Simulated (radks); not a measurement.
The numbers below are computed, except where a source is named.
Polarisability of the krypton ion Kr2+, [Ar] 3d10 4s2 4p4, at imaginary frequency. Level of theory: non-relativistic Kohn-Sham, LB94 model potential, spin-polarised, spherical densities, point nucleus; open shells are filled with parallel spins first (a radial shooting solver on a logarithmic mesh with Libxc functionals). Response by self-consistent Sternheimer equations with the Hartree and adiabatic LDA kernel.

w (hartree),alpha1(iw) (bohr^3)
0.00266,7.480
0.0143,7.478
0.0360,7.466
0.0697,7.428
0.118,7.332
0.186,7.124
0.280,6.720
0.413,6.016
0.605,4.949
0.892,3.603
1.35,2.260
2.12,1.214
3.59,0.5680
6.94,0.2263
17.5,0.05809

Static values: alpha1 = 7.480 bohr^3 (1.108 angstrom^3; uncoupled 11.86). C6 = 36.89, triple-dipole C9 = 201.2 atomic units. One-pole (London) frequency 4 C6 / (3 alpha1^2) = 0.879 hartree, against 1.358 for minus the highest occupied eigenvalue.
